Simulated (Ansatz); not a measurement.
A nudged elastic band was laid between two geometries of BF2H + HO (6 atoms, charge 0, multiplicity 2).

Computed with UHF/def2-SVP (Ansatz).

```
movable images  : 5
climbing image  : yes
spring          : 5.0 eV/Å²
optimiser       : quadratic models (default)
start path      : through a guess of the saddle point
force threshold : 0.05 eV/Å
iteration limit : 60
end points      : relaxed
```

First end point:

```xyz
6
Properties=species:S:1:pos:R:3
B -0.026 -0.200 0.244
F -0.269 -1.459 0.512
H 1.069 0.170 -0.028
F -1.055 0.605 0.162
O 0.195 0.261 2.769
H -0.541 -0.179 3.194
```

Last end point:

```xyz
6
Properties=species:S:1:pos:R:3
B -0.233 0.171 -0.439
F 0.219 -1.430 1.949
H 0.928 0.198 -0.734
F -0.693 0.867 0.573
O -0.266 -0.686 2.988
H -0.583 0.079 2.515
```

(1) What changes between the two ends?

(2) What energy profile does the band end with?

(3) What is the geometry of the highest image?

Results:

(1) Bonds broken: B1–F2. Bonds formed: F2–O5. BF2H + HO becomes BFH + FHO.

(2) The run converged. The highest image is number 4 of 0 to 6, 632.3 kJ/mol above the first end and 9.8 kJ/mol above the last; the last end lies 622.5 kJ/mol above the first. Neighbouring images differ by up to 3.6 eV, so the band resolves the path poorly. A vibrational analysis at the climbing image gives no mode beyond 40i cm⁻¹: the surface is too flat there to confirm a saddle point.

```csv
image,path coordinate (Å),energy (kJ/mol),B1–F2 (Å),F2–O5 (Å)
0,0.00,0.0,1.31,2.88
1,0.85,5.0,1.31,2.94
2,1.70,12.2,1.31,2.90
3,2.55,357.2,1.83,2.01
4,3.40,632.3,2.93,1.36
5,4.54,629.9,2.84,1.37
6,5.69,622.5,2.91,1.37
```

(3) 
```xyz
6
Properties=species:S:1:pos:R:3
B -0.185 -0.051 -0.769
F 0.108 -0.864 2.028
H 1.015 -0.094 -0.757
F -0.837 1.028 -0.457
O -0.347 -0.088 3.054
H -0.379 -0.732 3.754
```

Time of the run: 2.5 min on 1 thread of Arm Neoverse V1, on a shared host, peak memory 0.15 GiB.
